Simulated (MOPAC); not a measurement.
MOPAC input (PM6):

```
PM6 PRECISE GNORM=0.05 LET XYZ CHARGE=1 GEO-OK AUX(PRECISION=9) THREADS=1
CBrF2

F    -1.55803598 1   -1.01360056 1   -0.02059180 1
C    -0.85470957 1    0.02550051 1   -0.01885510 1
F    -1.49425997 1    1.10466670 1   -0.04674259 1
Br    0.93139774 1   -0.02778852 1    0.02054686 1
```

From the last part of the output:

```
                                                       MOPAC v23.2.5 Linux

          FINAL HEAT OF FORMATION =        149.43273 KCAL/MOL =     625.22653 KJ/MOL

          COSMO AREA              =         95.83 SQUARE ANGSTROMS
          COSMO VOLUME            =         79.05 CUBIC ANGSTROMS

          GRADIENT NORM           =          0.01660          =       0.00830 PER ATOM
          IONIZATION POTENTIAL    =         18.039567 EV
          HOMO LUMO ENERGIES (EV) =        -18.040 -8.682
          NO. OF FILLED LEVELS    =         12
          MOLECULAR WEIGHT        =        129.9118         POINT GROUP:  C2v

          MOLECULAR DIMENSIONS (Angstroms)

            Atom       Atom       Distance
           Br     4    F     3     2.78642
            F     3    F     1     1.93403
            C     2    F     3     0.00000

          SCF CALCULATIONS        =         12

   ATOM   CHEMICAL          X               Y               Z
  NUMBER   SYMBOL      (ANGSTROMS)     (ANGSTROMS)     (ANGSTROMS)

     1       F         -1.62451325  *  -0.99471095  *  -0.02227805  *
     2       C         -0.83483572  *   0.02490697  *  -0.01841667  *
     3       F         -1.56175431  *   1.08977459  *  -0.04801179  *
     4      Br          0.98901863  *  -0.02950762  *   0.02181799  *

                             CARTESIAN COORDINATES

   1    F       -1.624513254    -0.994710954    -0.022278050
   2    C       -0.834835723     0.024906971    -0.018416671
   3    F       -1.561754314     1.089774586    -0.048011792
   4   Br        0.989018629    -0.029507624     0.021817990

           Empirical Formula: C F2 Br  =     4 atoms

      MOLECULAR POINT GROUP   :   C2v

                  EIGENVALUES
 -50.95091 -50.83433 -32.93135 -30.34820 -26.02092 -25.78060 -25.34724 -23.45825
 -23.12959 -21.58879 -18.40721 -18.03957  -8.68188  -8.36975  -4.57785  -4.57648
 102.20065 102.23249 102.27288 102.98347 102.98698

              NET ATOMIC CHARGES AND DIPOLE CONTRIBUTIONS

  ATOM NO.   TYPE          CHARGE      No. of ELECS.   s-Pop       p-Pop       d-Pop
    1          F           0.030415        6.9696     1.96856     5.00103
    2          C           0.531561        3.4684     1.26949     2.19894
    3          F           0.030415        6.9696     1.96856     5.00103
    4         Br           0.407609        6.5924     1.98366     4.60038     0.00834
 DIPOLE           X         Y         Z       TOTAL
 POINT-CHG.    -0.974     0.029    -0.021     0.974
 HYBRID         0.206    -0.006     0.005     0.207
 SUM           -0.767     0.023    -0.017     0.768

          ATOMIC ORBITAL ELECTRON POPULATIONS

     Atom    s        px        py        pz      x^2-y^2     xz        z^2       yz        xy
    1  F   1.96856   1.65756   1.47034   1.87314
    2  C   1.26949   0.90886   0.81959   0.47050
    3  F   1.96856   1.70442   1.42390   1.87271
    4 Br   1.98366   0.84766   1.97069   1.78203   0.00423   0.00114   0.00146   0.00001   0.00151

 **********************
 *                    *
 * JOB ENDED NORMALLY *
 *                    *
 **********************

 == MOPAC DONE ==
```

The dipole moment of an ion depends on the origin.
